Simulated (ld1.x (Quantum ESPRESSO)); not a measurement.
# PBEsol TM dataset for bismuth (Bi), fully relativistic all-electron reference.

ld1.x (Quantum ESPRESSO) 7.5 was run on this input:

```
&input
   title='Bi', zed=83., rel=2, dft='PBESOL', iswitch=3,
   config='[Xe] 4f14 5d10 5f-2 6s2 6p1.5', rel_dist='average',
   nld=7, rlderiv=1.95, eminld=-15.0, emaxld=5.0, deld=0.04
 /
 &inputp
   pseudotype=2, tm=.true., lloc=1,
   nlcc=.true., new_core_ps=.true.,
   file_pseudopw='Bi.UPF', file_wfcaegen='ae.wfc', file_wfcncgen='nc.wfc', file_beta='beta', file_chi='chi'
 /
4
5S  1  0   2.00   0.00  0.90  0.90  0.0
5D  3  2  10.00   0.00  1.65  1.65  0.0
5F  4  3  -2.00  -0.15  1.80  1.80  0.0
5P  2  1   6.00   0.00  1.20  1.20  0.0
 &test
   configts(1)='5s2 5p6 5d10 6s2 6p1.5'
 /
```

Command:

```bash
ld1.x < Bi.in > Bi.out
```

Resulting log (shortened: banner, matrices, multipoles, cross overlaps and the repeated all-electron block are left out):

```
[... start of the log left out ...]
     R is outside the sphere for l=    2 j= 2.50
     R is outside the sphere for l=    3 j= 2.50
     R is outside the sphere for l=    3 j= 3.50

     ---------------------- Testing the pseudopotential ----------------------

     Bi
     dirac relativistic calculation

     atomic number is 83.00   valence charge is 23.00
     dft =PBESOL   lsd =0 sic =0 latt =0  beta=0.20 tr2=1.0E-14
     mesh =1283 r(mesh) = 100.09897 xmin = -7.00 dx = 0.01250

     n l  j  nl             e AE (Ry)       e PS (Ry)    De AE-PS (Ry)
     1 0 0.5 5S   1( 2.00)      -12.49669      -10.52724       -1.96945  !
     2 1 0.5 5P   1( 2.00)       -9.30719       -6.12834       -3.17884  !
     2 1 1.5 5P   1( 4.00)       -7.48866       -6.12834       -1.36032  !
     3 2 1.5 5D   1( 4.00)       -3.04733       -1.28767       -1.75965  !
     3 2 2.5 5D   1( 6.00)       -2.82525       -1.08690       -1.73835  !
     2 0 0.5 6S   1( 2.00)       -1.93615       -0.94565       -0.99051  !
     3 1 0.5 6P   1( 0.50)       -1.25935       -0.00000       -1.25935  !
     3 1 1.5 6P   1( 1.00)       -1.07238       -0.00000       -1.07238  !

     eps = 1.2E-03  iter =201

     Etot =  -43150.364284 Ry,  -21575.182142 Ha, -587090.614598 eV
     Etotps =  -564.083408 Ry,    -282.041704 Ha,   -7674.745741 eV

     Ekin =     129.750839 Ry,      64.875419 Ha,    1765.350093 eV
     Encl =    -798.971448 Ry,    -399.485724 Ha,  -10870.560340 eV
     Ehrt =     326.236916 Ry,     163.118458 Ha,    4438.679358 eV
     Ecxc =    -217.856605 Ry,    -108.928303 Ha,   -2964.090115 eV
     (Ecc =    -173.738193 Ry,     -86.869096 Ha,   -2363.828533 eV)
     Epseu=      -3.243108 Ry,      -1.621554 Ha,     -44.124738 eV

     ---------------------- End of pseudopotential test ----------------------
```

The run took about 1.9 s on one core of a shared server CPU.
